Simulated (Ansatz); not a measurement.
```yaml
crystal:
  periodic: [false, false, false]
  atoms:
    - {symbol: C, position_ang: [-0.908411, -0.582215, 0.853966]}
    - {symbol: C, position_ang: [0.122848, 0.278255, 0.651509]}
    - {symbol: D, position_ang: [0.688495, 0.357021, -1.329353]}
    - {symbol: F, position_ang: [-0.239217, -0.582372, -2.138925]}
    - {symbol: Br, position_ang: [2.295085, 1.463229, -2.174512]}
    - {symbol: H, position_ang: [-1.211764, -0.544363, 1.985417]}
    - {symbol: H, position_ang: [-1.552372, -0.878707, 0.106527]}
    - {symbol: H, position_ang: [0.702685, 0.825095, 1.564177]}
basis:
  gaussian: {orbitals: def2-TZVP, point_charges: [{charge: 1.00, position_ang: [6.914, 0.343, 0.273]}]}
total_charge: 1
magnetization: {spin_polarized: true, initial_magnetization: 1}
hamiltonian: {xc: {name: revPBE0}, dispersion: d3bjatm}
output: {forces: true}
```

```sh
$ ansatz run in.yaml --threads 4 --pin off --events-out ev --progress --plain --max-ram 10444MiB
```

Output, abridged:

```
Error: YAML parse error: error: line 6 column 16: `D` is not an element symbol (H … Og, case-exact)
 --> <input>:6:16
4 |     - {symbol: C, position_ang: [-0.908411, -0.582215, 0.853966]}
5 |     - {symbol: C, position_ang: [0.122848, 0.278255, 0.651509]}
6 |     - {symbol: D, position_ang: [0.688495, 0.357021, -1.329353]}
7 |     - {symbol: F, position_ang: [-0.239217, -0.582372, -2.138925]}
8 |     - {symbol: Br, position_ang: [2.295085, 1.463229, -2.174512]}
```

In this input an element symbol is wrong. The input was rejected before any iteration.
